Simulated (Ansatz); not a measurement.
Start from `[SiH3]BO[SiH3]` and change one atom or group to get `[AlH2][B]([SiH3])O[SiH3]`.

Ansatz, PBE0-D4/def2-TZVP geometries, multiplicity 1. Each molecule was computed in one conformer, which needn't be the lowest.

```tsv
property	`[SiH3]BO[SiH3]`
zero-point energy (PBE0-D4/def2-TZVP) / kJ/mol	175.2
HOMO energy (ωB97M-V/def2-TZVPP) / eV	-9.84
LUMO energy (B3LYP/def2-TZVPP) / eV	-1.46
HOMO–LUMO gap (B3LYP/def2-TZVPP) / eV	6.00
HOMO energy (PBE/def2-TZVPP) / eV	-6.40
HOMO–LUMO gap (ωB97M-V/def2-TZVPP) / eV	10.52
```

(1) Give the same properties after the change, and the shifts. (Best estimate.)

Results:

(1) Ansatz gave: 
```tsv
property	`[AlH2][B]([SiH3])O[SiH3]`	shift
zero-point energy (PBE0-D4/def2-TZVP) / kJ/mol	187.8	12.6
HOMO energy (ωB97M-V/def2-TZVPP) / eV	-8.50	1.34
LUMO energy (B3LYP/def2-TZVPP) / eV	-1.82	-0.36
HOMO–LUMO gap (B3LYP/def2-TZVPP) / eV	4.47	-1.53
HOMO energy (PBE/def2-TZVPP) / eV	-5.38	1.02
HOMO–LUMO gap (ωB97M-V/def2-TZVPP) / eV	8.66	-1.86
```

With PBE0 the HOMO rises by 1.19 eV and the LUMO falls by 0.40 eV, so the gap narrows by about 1.59 eV. PBE moves the HOMO by 1.02 eV and ωB97M-V by 1.34 eV. The zero-point energy changes by 12.6 kJ/mol with +6 modes.

B3LYP here is the variant with VWN-RPA as its local correlation; programs differ in this.
